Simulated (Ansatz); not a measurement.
Reaction (ligand exchange at the Si–C bond): `CC(F)([SiH3])Cl` + `[SiH3]CS` → `[SiH3]CS[SiH3]` + `CC(F)Cl`

Gas-phase electronic energies from Ansatz, PBE0-D4/def2-TZVP geometries. CCSD(T)/CBS adds triple-zeta CCSD(T) − MP2 to the extrapolated MP2 energy (def2 sets, frozen cores). DFT in def2-TZVPP. B3LYP here is the variant with VWN-RPA as its local correlation; programs differ in this. Each species was taken in one conformer, which may not be the lowest.

```json
{"level": "PBE0-D4", "ΔE (kJ/mol)": "-80.2"}
{"level": "ωB97X-V", "ΔE (kJ/mol)": "-75.2"}
{"level": "BLYP", "ΔE (kJ/mol)": "-73.1"}
{"level": "B3LYP", "ΔE (kJ/mol)": "-76.2"}
{"level": "r2SCANh", "ΔE (kJ/mol)": "-78.6"}
{"level": "BHLYP", "ΔE (kJ/mol)": "-79.5"}
{"level": "HF/def2-TZVPP", "ΔE (kJ/mol)": "-84.3"}
{"level": "HF/CBS(def2)", "ΔE (kJ/mol)": "-84.0"}
```

Task: What does CCSD(T)/CBS give? (Estimate.)

Result: Computed: -76.0 kJ/mol. The listed levels differ from it by -4.2, 0.8, 2.9, -0.2, -2.6, -3.5, -8.3, -8.0 kJ/mol.

Largest T1 diagnostic among the species: 0.011.

In def2-TZVPP, CCSD(T) changes the Hartree–Fock value by +9.3 kJ/mol (the triples alone add +0.8 kJ/mol) and MP2 by +5.5 kJ/mol. From PBE to PBE0 (25 % exact exchange), in def2-TZVPP and without D4, ΔE moves by −3.8 kJ/mol.

CCSD(T)/CBS has its own doubt, a few kJ/mol and more with outer-core shells, so smaller differences from it don't rank the levels.
